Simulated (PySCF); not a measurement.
TaOCl2, SMILES [O]=[Ta]([Cl])[Cl] (connectivity only; charge and spin as stated), neutral, multiplicity 2. Atoms are numbered in the order given.

```xyz
4

Ta     0.0000     0.0000    -0.1572
O      0.0000     0.0000    -1.8622
Cl     0.0000    -2.1101     0.7757
Cl     0.0000     2.1101     0.7757
```
Charge 0, spin multiplicity 2.

The structure is a stationary point at PBE0-D3(BJ)/def2-SVP. The spin state was assumed, not searched. The isomer is the one that the SMILES or the coordinates give; other isomers of the formula were not compared. The def2 effective core potentials stand for the cores of Ta; spin–orbit coupling is left out.

Level of theory: PySCF with M06-2X/def2-TZVPD.

Mulliken values depend strongly on the basis, most of all with diffuse functions as here. ESP charges are fitted to the potential on shells at 1.4 to 2.0 van der Waals radii. Atomic charges (e):

| atom | ESP fit | Mulliken | Mulliken spin |
|---|---|---|---|
| Ta1 | … | 1.24 | 1.07 |
| O2 | … | -0.43 | -0.04 |
| Cl3 | … | -0.40 | -0.02 |
| Cl4 | … | -0.40 | -0.02 |

Problem. Fill in the missing entries. (Estimate from the structure and the level; the computed values follow.)

Solution. 
- Ta1, ESP fit: 0.74
- O2, ESP fit: -0.40
- Cl3, ESP fit: -0.17
- Cl4, ESP fit: -0.17
